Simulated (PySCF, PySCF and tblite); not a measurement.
A run on one conformer of C₈H₁₀F (charge -1), numbered as in [CH3:1][CH2:2][CH2:3][c:4]1[cH:5][cH:6][cH-:7][c:8]1[F:9], from an ensemble study. The sound level was B3LYP/pcSseg-1 (IEF-PCM, dichloromethane) on GFN2-xTB geometries.

Input:

```
{"job": {"xc": "B3LYP", "basis": "pcSseg-1", "solvent": "dichloromethane", "scf": {"max_cycle": 80}, "kind": "nmr", "pop": false}, "charge": 1, "multiplicity": 1}
C      2.965834     0.610344    -0.312662
C      1.450816     0.740993    -0.189982
C      0.742579    -0.620528    -0.157962
C     -0.742840    -0.473994    -0.038358
C     -1.495128    -0.375202     1.139812
C     -2.834936    -0.215733     0.804532
C     -2.945330    -0.205242    -0.588515
C     -1.658543    -0.359447    -1.080200
F     -1.326214    -0.409058    -2.434764
H      3.444767     1.589663    -0.350179
H      3.226684     0.066835    -1.220139
H      3.372089     0.063402     0.538065
H      1.063503     1.314527    -1.035009
H      1.201234     1.289192     0.722172
H      0.990663    -1.162986    -1.077761
H      1.132115    -1.199805     0.688877
H     -1.089721    -0.425602     2.142514
H     -3.658903    -0.118294     1.500467
H     -3.848472    -0.099814    -1.170965
```

Command: OMP_NUM_THREADS=1 python ens_run.py task.json out

Output:

```
final grid: 154992 points
cycle   1  E = -410.2484832070  dE =  1.537e+00  |g| = 6.673e-01  |ddm| = 4.009e+00
cycle   2  E = -409.8219400820  dE =  4.265e-01  |g| = 1.491e+00  |ddm| = 1.996e+00
cycle   3  E = -410.3361142277  dE = -5.142e-01  |g| = 2.701e-01  |ddm| = 1.686e+00
cycle   4  E = -410.3478857805  dE = -1.177e-02  |g| = 1.678e-01  |ddm| = 4.989e-01
cycle   5  E = -410.3522012534  dE = -4.315e-03  |g| = 5.794e-02  |ddm| = 1.773e-01
cycle   6  E = -410.3532235874  dE = -1.022e-03  |g| = 4.782e-02  |ddm| = 1.432e-01
cycle   7  E = -410.3535872103  dE = -3.636e-04  |g| = 3.756e-02  |ddm| = 3.483e-02
cycle   8  E = -410.3537687922  dE = -1.816e-04  |g| = 3.441e-02  |ddm| = 3.229e-02
cycle   9  E = -410.3541750458  dE = -4.063e-04  |g| = 2.851e-02  |ddm| = 8.307e-02
cycle  10  E = -410.3543032064  dE = -1.282e-04  |g| = 2.554e-02  |ddm| = 2.973e-02
cycle  11  E = -410.3547586615  dE = -4.555e-04  |g| = 9.133e-03  |ddm| = 1.656e-01
cycle  12  E = -410.3548003913  dE = -4.173e-05  |g| = 6.143e-03  |ddm| = 4.250e-02
cycle  13  E = -410.3548196305  dE = -1.924e-05  |g| = 2.860e-03  |ddm| = 3.132e-02
cycle  14  E = -410.3548200944  dE = -4.639e-07  |g| = 1.891e-03  |ddm| = 4.208e-03
cycle  15  E = -410.3548235415  dE = -3.447e-06  |g| = 5.778e-04  |ddm| = 1.715e-02
cycle  16  E = -410.3548237854  dE = -2.440e-07  |g| = 2.850e-04  |ddm| = 4.980e-03
cycle  17  E = -410.3548238051  dE = -1.961e-08  |g| = 1.258e-04  |ddm| = 7.771e-04
cycle  18  E = -410.3548238068  dE = -1.777e-09  |g| = 6.040e-05  |ddm| = 4.124e-04
cycle  19  E = -410.3548238088  dE = -1.935e-09  |g| = 2.397e-05  |ddm| = 3.213e-04
cycle  20  E = -410.3548238091  dE = -2.948e-10  |g| = 4.873e-06  |ddm| = 1.957e-04
converged SCF energy = -410.3548238091

GIAO shielding tensors (ppm)
atom      isotropic    diamagn.    paramagn.     s11        s22        s33       span
  0 C      151.720     243.606     -91.887    133.637    139.558    181.964     48.327
  1 C      116.508     248.360    -131.852     61.469    115.950    172.106    110.637
  2 C      115.589     249.375    -133.786     80.285    109.947    156.534     76.249
  3 C      -43.679     260.569    -304.248   -265.381    -62.353    196.699    462.080
  4 C       83.026     249.246    -166.219     -6.308     43.652    211.736    218.045
  5 C      -17.982     257.029    -275.011   -196.790    -86.275    229.119    425.909
  6 C       83.443     256.789    -173.346    -46.245     84.564    212.010    258.255
  7 C        0.943     245.502    -244.559   -159.586     58.554    103.860    263.446
  8 F      180.524     474.636    -294.112     46.390    125.814    369.368    322.978
  9 H       29.640      26.273       3.367     25.741     25.978     37.201     11.459
 10 H       29.509      27.714       1.795     24.988     28.706     34.832      9.844
 11 H       29.274      27.993       1.281     24.898     28.395     34.529      9.631
 12 H       28.699      31.829      -3.131     22.004     30.295     33.797     11.793
 13 H       28.966      32.301      -3.335     22.172     31.362     33.364     11.192
 14 H       25.737      30.686      -4.948     19.024     28.065     30.123     11.098
 15 H       25.002      31.359      -6.357     18.163     27.172     29.671     11.508
 16 H       19.246      32.574     -13.329      5.572     24.029     28.136     22.564
 17 H       14.842      29.494     -14.652      5.112     14.397     25.018     19.906
 18 H       19.252      28.897      -9.645      6.634     22.232     28.891     22.257
```

Q: What is wrong with this calculation, and what did it do to the result?

A: The setting at fault: wrong charge. The calculation finished and met its thresholds. Shieldings averaged over the conformers (ppm), as run and sound:
```json
{"atoms": "C1", "as run": "152.4", "sound": "166.0"}
{"atoms": "C2", "as run": "117.5", "sound": "147.3"}
{"atoms": "C3", "as run": "115.0", "sound": "147.6"}
{"atoms": "C4", "as run": "-44.6", "sound": "78.3"}
{"atoms": "C5", "as run": "82.0", "sound": "85.7"}
{"atoms": "C6", "as run": "-18.0", "sound": "89.5"}
{"atoms": "C7", "as run": "84.1", "sound": "98.0"}
{"atoms": "C8", "as run": "0.2", "sound": "22.7"}
{"atoms": "F9", "as run": "178.1", "sound": "364.7"}
{"atoms": "H1", "as run": "29.9", "sound": "30.9"}
{"atoms": "H2", "as run": "28.6", "sound": "30.4"}
{"atoms": "H3", "as run": "25.3", "sound": "29.3"}
{"atoms": "H5", "as run": "19.2", "sound": "26.7"}
{"atoms": "H6", "as run": "14.8", "sound": "26.6"}
{"atoms": "H7", "as run": "19.3", "sound": "26.7"}
```
